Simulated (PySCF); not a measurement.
Compound: C7H10N2.
Numbering: `[CH3:1][N:2]([CH3:3])/[CH:4]=[CH:5]/[CH:6]=[CH:7]/[C:8]#[N:9]` (hydrogens: H10, H11, H12 on C1; H13, H14, H15 on C3; H16 on C4; H17 on C5; H18 on C6; H19 on C7)

Method: PBE0-D3(BJ)/def2-SVP geometry optimisation, gas phase (PySCF).

Problem. What internal coordinates does the optimisation give?

Solution. 
| bond | length (Å) | order |
| --- | --- | --- |
| C1–N2, N2–C3 | 1.439 | single |
| N2–C4 | 1.352 | single |
| C4=C5 | 1.366 | double |
| C5–C6 | 1.429 | single |
| C6=C7 | 1.359 | double |
| C7–C8 | 1.418 | single |
| C8≡N9 | 1.163 | triple |
| C1–H10 and 5 like bonds | 1.102 | single |
| C4–H16 | 1.096 | single |
| C5–H17 | 1.093 | single |
| C6–H18 | 1.097 | single |
| C7–H19 | 1.095 | single |

Bonds in one row agree within 0.01 Å and their mean is given. Orders are formal, as drawn. A selection of angles:
| angle | degrees |
| --- | --- |
| C1–N2–C3 | 117.8 |
| C1–N2–C4 | 120.1 |
| C3–N2–C4 | 120.9 |
| N2–C4–C5 | 127.4 |
| C4–C5–C6 | 121.1 |
| C5–C6–C7 | 125.3 |
| C6–C7–C8 | 122.8 |
| C7–C8–N9 | 179.3 |

Dihedral angles: C1–N2–C4–C5 -1° (synperiplanar); N2–C4–C5–C6 -177° (antiperiplanar); C4–C5–C6–C7 180° (antiperiplanar); C5–C6–C7–C8 180° (antiperiplanar). The mirror-image conformer, all signs reversed, is as good.

N2 (enamine nitrogen) is almost planar (angles 120.9°, 120.1° and 117.8°, sum 358.9°, 0.09 Å off the plane of its three neighbours). The C–C distances run from 1.359 Å (C6=C7, drawn double) to 1.429 Å (C5–C6, drawn single), a spread of 0.070 Å. The 4 C–N bonds span 1.163 Å (C8≡N9, drawn triple) to 1.440 Å (N2–C3, drawn single), a spread of 0.277 Å. Of the pairs four or more bonds apart, H13···H16 is among the closest relative to their van der Waals radii: 2.17 Å, 91 % of the sum of Bondi's values.

Whether it is a minimum is left open (no frequencies). One conformer, not necessarily the lowest.
